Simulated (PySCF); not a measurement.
## Radial density of F²⁺ (fluorine, charge +2)

TPSS, [He] 2s2 2p3, high-spin 4S determinant. Calculation: PySCF 2.14, in pcseg-2; no relativity, point nucleus.

| r (bohr) | 4πr²ρ (e/bohr) | 4πr²(ρα − ρβ) |
| --- | --- | --- |
| 0.00343 | 0.06289 | 0.0001 |
| 0.00577 | 0.1713 | 0.0002 |
| 0.00970 | 0.4499 | 0.0005 |
| 0.0163 | 1.132 | 0.0013 |
| 0.0274 | 2.618 | 0.0035 |
| 0.0462 | 5.301 | 0.0111 |
| 0.0776 | 8.558 | 0.0453 |
| 0.131 | 9.588 | 0.1994 |
| 0.220 | 6.305 | 0.7575 |
| 0.370 | 3.849 | 2.0687 |
| 0.622 | 5.327 | 3.1937 |
| 1.05 | 3.747 | 2.0544 |
| 1.76 | 0.6571 | 0.3835 |
| 2.96 | 0.01074 | 0.0065 |
| 4.97 | 3.495e-05 | 0.0000 |
